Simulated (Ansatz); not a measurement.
This geometry of FGeH3 + H3N (9 atoms, charge 0, multiplicity 1) is a first-order saddle point.

These are results of RKS r2SCAN-D4/def2-SVP in Ansatz 0.2.0, not measurements.

```xyz
9
Properties=species:S:1:pos:R:3
Ge -0.305 0.102 -0.140
F 0.010 0.619 1.919
H 0.841 -0.886 0.082
H -0.048 1.586 -0.401
H -0.978 -0.401 -1.471
N -1.907 -0.252 1.010
H -2.190 -1.231 1.071
H -2.727 0.314 0.787
H -1.222 0.148 1.831
```

(1) Which two structures does it join? (They come from a converged band through this point; their orientation in space is the band's.)

(2) How far does it lie above each of them?

Results:

(1) Bonds broken: Ge1–F2, N6–H9. Bonds formed: Ge1–N6, F2–H9. FGeH3 + H3N becomes FH + GeH5N.

Initial state:

```xyz
9
Properties=species:S:1:pos:R:3
Ge 0.296 0.040 -0.151
F 0.321 -0.196 1.586
H 1.770 0.040 -0.572
H -0.374 1.392 -0.415
H -0.474 -1.136 -0.757
N -2.743 -0.053 1.431
H -2.773 -0.765 0.701
H -2.701 0.848 0.955
H -1.849 -0.168 1.911
```

Final state:

```xyz
9
Properties=species:S:1:pos:R:3
Ge -0.440 0.023 -0.380
F -0.188 0.533 2.649
H 0.675 -0.918 0.073
H -0.057 1.498 -0.280
H -0.874 -0.320 -1.821
N -1.853 -0.227 0.831
H -2.190 -1.191 0.854
H -2.655 0.371 0.630
H -0.944 0.231 2.133
```

(2) 17.8 kcal/mol above the first and 12.8 kcal/mol above the second. This is the barrier of this one path; another mechanism may lie lower. The orbitals stay closed-shell, which can raise the energy where a bond breaks towards radicals; this wasn't checked here.

Time of the run: 4 min on 2 threads of Arm Neoverse V1 (shared host), peak memory 0.13 GiB.
